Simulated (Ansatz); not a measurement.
One change: `C[O][Ge]([F])([SH])[Cl]` becomes `C[O][Ge]([SH])([Cl])[Cl]`.

Ansatz, PBE0-D4/def2-TZVP geometries, multiplicity 1. Each molecule was computed in one conformer, which needn't be the lowest.

Scalar relativity is left out up to krypton.

```tsv
property	`C[O][Ge]([F])([SH])[Cl]`
size of the dipole moment (B3LYP/def2-TZVPP) / D	1.69
LUMO energy (ωB97M-V/def2-TZVPP) / eV	1.00
HOMO–LUMO gap (B3LYP/def2-TZVPP) / eV	6.66
HOMO–LUMO gap (PBE/def2-TZVPP) / eV	4.89
size of the dipole moment (ωB97M-V/def2-TZVPP) / D	1.66
HOMO energy (PBE0/def2-TZVPP) / eV	-8.32
```

(1) What does the change do to each property? (An estimate is asked.)

Results:

(1) Computed: 
| property | `C[O][Ge]([SH])([Cl])[Cl]` | shift |
| --- | --- | --- |
| size of the dipole moment (B3LYP/def2-TZVPP) / D | 2.11 | 0.42 |
| LUMO energy (ωB97M-V/def2-TZVPP) / eV | 0.70 | -0.30 |
| HOMO–LUMO gap (B3LYP/def2-TZVPP) / eV | 6.28 | -0.38 |
| HOMO–LUMO gap (PBE/def2-TZVPP) / eV | 4.55 | -0.34 |
| size of the dipole moment (ωB97M-V/def2-TZVPP) / D | 2.09 | 0.43 |
| HOMO energy (PBE0/def2-TZVPP) / eV | -8.21 | 0.11 |

With PBE0 the HOMO rises by 0.11 eV and the LUMO falls by 0.30 eV, so the gap narrows by about 0.41 eV. PBE moves the HOMO by 0.09 eV and ωB97M-V by 0.13 eV. Dipoles are sizes alone; their direction can turn.

B3LYP here is the variant with VWN-RPA as its local correlation; programs differ in this.
